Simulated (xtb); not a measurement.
xtb input for C₂H₄NO, SMILES C[N]C=O, multiplicity 2, GFN2-xTB. 

```
$ xtb mol.xyz --gfn 2 --sp --chrg 0 --uhf 1 --json
$ cat mol.xyz
8

C     -1.51048218    -0.27442943    -0.00371968
N     -0.31602172    -0.16678607    -0.73373117
C      0.85693472    -0.03871392    -0.17022833
O      1.25084404     0.57090711     0.80410758
H     -2.32427344     0.14786351    -0.59413532
H     -1.74974501    -1.32781524     0.19035997
H     -1.41009772     0.21116541     0.97869150
H      1.61080059    -0.55210783    -0.82797046
```

Program output:

```
[banner left out]
          |                Calculation Setup                |
           -------------------------------------------------



           -------------------------------------------------
          |                 G F N 2 - x T B                 |
           -------------------------------------------------

        Reference                      10.1021/acs.jctc.8b01176
      * Hamiltonian:
        H0-scaling (s, p, d)           1.850000    2.230000    2.230000
        zeta-weighting                 0.500000
      * Dispersion:
        s8                             2.700000
        a1                             0.520000
        a2                             5.000000
        s9                             5.000000
      * Repulsion:
        kExp                           1.500000    1.000000
        rExp                           1.000000
      * Coulomb:
        alpha                          2.000000
        third order                    shell-resolved
        anisotropic                    true
        a3                             3.000000
        a5                             4.000000
        cn-shift                       1.200000
        cn-exp                         4.000000
        max-rad                        5.000000


          ...................................................
          :                      SETUP                      :
          :.................................................:
          :  # basis functions                  20          :
          :  # atomic orbitals                  20          :
          :  # shells                           12          :
          :  # electrons                        23          :
          :  max. iterations                   250          :
          :  Hamiltonian                  GFN2-xTB          :
          :  restarted?                      false          :
          :  GBSA solvation                  false          :
          :  PC potential                    false          :
          :  electronic temp.          300.0000000     K    :
          :  accuracy                    1.0000000          :
          :  -> integral cutoff          0.2500000E+02      :
          :  -> integral neglect         0.1000000E-07      :
          :  -> SCF convergence          0.1000000E-05 Eh   :
          :  -> wf. convergence          0.1000000E-03 e    :
          :  Broyden damping             0.4000000          :
          :  net charge                          0          :
          :  unpaired electrons                  1          :
          ...................................................

 iter      E             dE          RMSdq      gap      omega  full diag
   1    -13.3144739 -0.133145E+02  0.474E+00    4.45       0.0  T
   2    -13.2545472  0.599267E-01  0.381E+00    4.75       1.0  T
   3    -13.3323127 -0.777655E-01  0.274E+00    4.28       1.0  T
   4    -13.3624345 -0.301219E-01  0.957E-01    4.68       1.0  T
   5    -13.3637128 -0.127828E-02  0.611E-01    4.64       1.0  T
   6    -13.3641991 -0.486236E-03  0.317E-01    4.69       1.0  T
   7    -13.3645131 -0.314053E-03  0.814E-02    4.69       1.0  T
   8    -13.3645149 -0.173590E-05  0.148E-02    4.69       2.4  T
   9    -13.3645152 -0.328740E-06  0.715E-03    4.69       4.9  T
  10    -13.3645153 -0.847596E-07  0.117E-03    4.69      30.3  T
  11    -13.3645153 -0.521849E-09  0.666E-04    4.69      53.1  T
  12    -13.3645153 -0.606104E-09  0.441E-04    4.69      80.1  T

   *** convergence criteria satisfied after 12 iterations ***

         #    Occupation            Energy/Eh            Energy/eV
      -------------------------------------------------------------
         1        2.0000           -0.7170631             -19.5123
       ...           ...                  ...                  ...
         6        2.0000           -0.5547246             -15.0948
         7        2.0000           -0.5451174             -14.8334
         8        2.0000           -0.5177109             -14.0876
         9        2.0000           -0.5086952             -13.8423
        10        2.0000           -0.4261034             -11.5949
        11        1.9984           -0.4118436             -11.2068
        12        1.0016           -0.3996579             -10.8752 (HOMO)
        13                         -0.2272897              -6.1849 (LUMO)
        14                          0.0807894               2.1984
        15                          0.1232308               3.3533
        16                          0.1587640               4.3202
        17                          0.1837659               5.0005
       ...                                ...                  ...
        20                          0.6565278              17.8650
      -------------------------------------------------------------
                  HL-Gap            0.1723682 Eh            4.6904 eV
             Fermi-level           -0.3596123 Eh           -9.7855 eV

 SCC (total)                   0 d,  0 h,  0 min,  0.006 sec
 SCC setup                      ...        0 min,  0.000 sec (  2.701%)
 Dispersion                     ...        0 min,  0.000 sec (  1.082%)
 classical contributions        ...        0 min,  0.000 sec (  0.652%)
 integral evaluation            ...        0 min,  0.001 sec ( 13.344%)
 iterations                     ...        0 min,  0.003 sec ( 52.882%)
 molecular gradient             ...        0 min,  0.001 sec ( 24.812%)
 printout                       ...        0 min,  0.000 sec (  4.181%)

         :::::::::::::::::::::::::::::::::::::::::::::::::::::
         ::                     SUMMARY                     ::
         :::::::::::::::::::::::::::::::::::::::::::::::::::::
         :: total energy             -13.220045854328 Eh    ::
         :: gradient norm              0.000296080746 Eh/a0 ::
         :: HOMO-LUMO gap              4.690376312303 eV    ::
         ::.................................................::
         :: SCC energy               -13.364514836580 Eh    ::
         :: -> isotropic ES            0.032040211791 Eh    ::
         :: -> anisotropic ES          0.001759649959 Eh    ::
         :: -> anisotropic XC          0.008004735770 Eh    ::
         :: -> dispersion             -0.002970606736 Eh    ::
         :: repulsion energy           0.144468982252 Eh    ::
         :: add. restraining           0.000000000000 Eh    ::
         :: total charge               0.000000000497 e     ::
         :::::::::::::::::::::::::::::::::::::::::::::::::::::

           -------------------------------------------------
          |                Property Printout                |
           -------------------------------------------------

    * Orbital Energies and Occupations

         #    Occupation            Energy/Eh            Energy/eV
      -------------------------------------------------------------
         1        2.0000           -0.7170631             -19.5123
         2        2.0000           -0.6755510             -18.3827
         3        2.0000           -0.6435393             -17.5116
         4        2.0000           -0.5914153             -16.0932
         5        2.0000           -0.5627028             -15.3119
         6        2.0000           -0.5547246             -15.0948
         7        2.0000           -0.5451174             -14.8334
         8        2.0000           -0.5177109             -14.0876
         9        2.0000           -0.5086952             -13.8423
        10        2.0000           -0.4261034             -11.5949
        11        1.9984           -0.4118436             -11.2068
        12        1.0016           -0.3996579             -10.8752 (HOMO)
Note: The following floating-point exceptions are signalling: IEEE_UNDERFLOW_FLAG IEEE_DENORMAL
normal termination of xtb
        13                         -0.2272897              -6.1849 (LUMO)
        14                          0.0807894               2.1984
        15                          0.1232308               3.3533
        16                          0.1587640               4.3202
        17                          0.1837659               5.0005
        18                          0.1912793               5.2050
        19                          0.3380260               9.1982
        20                          0.6565278              17.8650
      -------------------------------------------------------------
                  HL-Gap            0.1723682 Eh            4.6904 eV
             Fermi-level           -0.3596123 Eh           -9.7855 eV

     #   Z          covCN         q      C6AA      α(0)
     1   6 C        3.700    -0.020    21.098     6.568
     2   7 N        1.820    -0.204    26.257     7.593
     3   6 C        2.705     0.266    22.505     7.765
     4   8 O        0.856    -0.364    20.978     6.141
     5   1 H        0.924     0.080     1.980     2.200
     6   1 H        0.924     0.089     1.892     2.151
     7   1 H        0.923     0.082     1.962     2.191
     8   1 H        0.919     0.072     2.063     2.247

 Mol. C6AA /au·bohr⁶  :        605.093626
 Mol. C8AA /au·bohr⁸  :      13024.217494
 Mol. α(0) /au        :         36.855723


Wiberg/Mayer (AO) data.
largest (>0.10) Wiberg bond orders for each atom

 ---------------------------------------------------------------------------
     #   Z sym  total        # sym  WBO       # sym  WBO       # sym  WBO
 ---------------------------------------------------------------------------
     1   6 C    3.976 --     2 N    1.112     5 H    0.961     7 H    0.928
                             6 H    0.914
     2   7 N    2.977 --     3 C    1.419     1 C    1.112     4 O    0.294
     3   6 C    3.955 --     4 O    1.675     2 N    1.419     8 H    0.822
     4   8 O    2.077 --     3 C    1.675     2 N    0.294
     5   1 H    0.993 --     1 C    0.961
     6   1 H    0.990 --     1 C    0.914
     7   1 H    0.992 --     1 C    0.928
     8   1 H    0.984 --     3 C    0.822
 ---------------------------------------------------------------------------

Topologies differ in total number of bonds
Writing topology from bond orders to xtbtopo.mol

molecular dipole:
                 x           y           z       tot (Debye)
 q only:       -0.892      -0.580      -0.376
   full:       -0.872      -0.741      -0.287       2.998
molecular quadrupole (traceless):
                xx          xy          yy          xz          yz          zz
 q only:        2.399      -1.060      -0.565      -3.110      -0.911      -1.833
  q+dip:        2.740      -1.673      -0.044      -4.100      -1.150      -2.696
   full:        2.465      -1.607       0.446      -4.445      -1.591      -2.911


           -------------------------------------------------
          | TOTAL ENERGY              -13.220045854328 Eh   |
          | GRADIENT NORM               0.000296080746 Eh/α |
          | HOMO-LUMO GAP               4.690376312303 eV   |
           -------------------------------------------------

------------------------------------------------------------------------
------------------------------------------------------------------------
 total:
 SCF:
```

Self-consistency was reached.
